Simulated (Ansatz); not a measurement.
Reaction (substitution at a C–O bond): `BOC(O)[SiH3]` + HBr → `BOC([SiH3])Br` + H₂O

Computed with Ansatz on PBE0-D4/def2-TZVP structures; ΔE is electronic, products minus reactants. CCSD(T)/CBS is the MP2 limit (def2-TZVPP, def2-QZVPP) plus CCSD(T) − MP2 in def2-TZVPP, frozen cores. This one scheme is used for every species. Functionals use def2-TZVPP. B3LYP here is the variant with VWN-RPA as its local correlation; programs differ in this. HSE06 is defined as in plane-wave codes. For Br outer-core shells are correlated without core-valence functions, which leaves a few kJ/mol of doubt a bond. Scalar relativity is left out up to krypton. One conformer a species, not always the lowest.

```tsv
level	ΔE (kJ/mol)	difference from CCSD(T)/CBS
r2SCAN0-D4	-8.8	9.7
ωB97M-V	-7.1	11.4
B3LYP	-1.6	16.9
HSE06	-6.5	12.0
BHLYP	1.4	19.9
LC-ωPBE	0.4	18.9
HF/def2-SVP	27.9	46.4
SCS-MP2/def2-TZVPP	-13.7	4.8
CCSD(T)/def2-TZVPP	-10.8	7.7
CCSD/CBS(def2)	-15.0	3.5
CCSD(T)/CBS	-18.5	0
```

Largest T1 diagnostic among the species: 0.014.

At CCSD(T), def2-SVP lies +36.8 kJ/mol from the extrapolated value and def2-TZVPP +7.7 kJ/mol. In def2-TZVPP, CCSD(T) changes the Hartree–Fock value by −18.5 kJ/mol (the triples alone add −3.5 kJ/mol) and MP2 by −27.5 kJ/mol.

CCSD(T)/CBS has its own doubt, a few kJ/mol and more with outer-core shells, so smaller differences from it don't rank the levels.
